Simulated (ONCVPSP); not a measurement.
Ranking ONCV potentials for Tc

All share these settings but for the change named:

* Element: technetium (Tc)
* Generator: ONCVPSP 4.0.1
* Type: optimised norm-conserving Vanderbilt (ONCV)
* Functional: LDA (Perdew-Zunger)
* Relativity: fully relativistic
* Frozen core: [Ar] 3d10
* Valence charge: 15
* Reference configuration: 4s2 4p6 4d5 5s1.75 (charge +0.25)
* Partial waves: 4s+5s: rc 1.60 bohr, ncon 4, nbas 7, qcut 8.5 1/bohr, 2 projectors; 4p: rc 1.65 bohr, ncon 5, nbas 9, qcut 8 1/bohr, 2 projectors, debl 1 Ha; 4d: rc 1.65 bohr, ncon 4, nbas 8, qcut 6.5 1/bohr, 1 projector
* Local potential: polynomial inside 1.35 bohr (lpopt 3, dvloc0 0 Ha)
* Core correction: Teter function fitted to the true core (icmod 2), fcfact 0.6

Open shells are filled in proportion to 2j + 1.

In the p channel the program set the typed energies aside and used -1.699, 0.250 Ha (j = l + 1/2; the other j can differ).

Test errors are all-electron minus pseudo excitation energies from the reference, over 4s2 4p6 4d5 5s2; 4s2 4p6 4d5 5s1; 4s2 4p6 4d5 5s0; 4s2 4p6 4d5 5s1 5p1. None of these files shows a bound ghost.

The base gives 1.1 meV.

Of 6 variants that were run, those that failed, showed a ghost or another fault, or gave nearly equal values are left out.

Rank these variants by their largest absolute test error, smallest first.
A. s: rc 1.62
B. s: rc 2.34
C. s: rc 2.08
D. s: rc 1.86

A (1.3 meV), D (2.7 meV), C (4.4 meV), B (6.1 meV).
